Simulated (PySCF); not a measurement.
**Hf: excitation energy**

Hf [Xe] 4f14 5d2 6s2 (3F) → Hf [Xe] 4f14 5d1 6s2 6p1 (high-spin determinant), as a difference of total energies. Calculation: PySCF 2.14, in x2c-TZVPPall with one added diffuse shell each of s, p, d, f type (12s8p8d4f1g, 113 functions); the spin-free X2C one-electron Hamiltonian (Gaussian nucleus). Correlated levels: valence: [Xe] 4f14 frozen. The calculations carry no spin-orbit coupling.

```csv
method,excitation energy (eV)
UHF,1.607
MP2 (valence),1.817
SCS-MP2 (valence),1.758
CCSD (valence),1.561
CCSD(T) (valence),1.523
```

Question: How much does correlation contribute at CCSD(T) (valence)?

Answer: 1.523 − (1.607) = -0.084 eV, measured against UHF.

A first-order spin-orbit estimate (lowest level to lowest level, LS coupling) adds -0.113 eV.

The coupled-cluster amplitudes are large for the upper state (T1 above 0.03 or a double amplitude above 0.15), so a single reference is strained.

The determinant of the upper state mixes LS terms, which raises its energy above the lowest term, most at the Hartree-Fock and MP2 levels.
